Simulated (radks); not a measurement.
Values are calculated unless marked as measured or tabulated.
Level of theory: scalar-relativistic Kohn-Sham, LDA (Slater exchange, Perdew-Wang correlation), spin-polarised, spherical densities, finite nucleus; open shells are filled with parallel spins first (spin-orbit coupling, left out, can overturn this in heavy ions); Fermi nuclear charge, rms radius of each element as measured or else 0.836 A^(1/3) + 0.57 fm (a radial shooting solver on a logarithmic mesh with Libxc functionals). Response by self-consistent Sternheimer equations with the Hartree and adiabatic LDA kernel, the relativistic mass of each level held fixed and spin-orbit coupling left out. For heavy and open-shell atoms this level of theory can miss by tens of per cent. Rank Cs, Cs5+, Cs2+, Cs3+, Cs+, Cs4+, Cs6+ (NIST ground configurations) by static dipole polarisability, largest first.

Answer. Cs 355.1, Cs+ 16.22, Cs2+ 11.70, Cs3+ 8.831, Cs4+ 6.857, Cs5+ 5.481, Cs6+ 4.440 bohr^3.
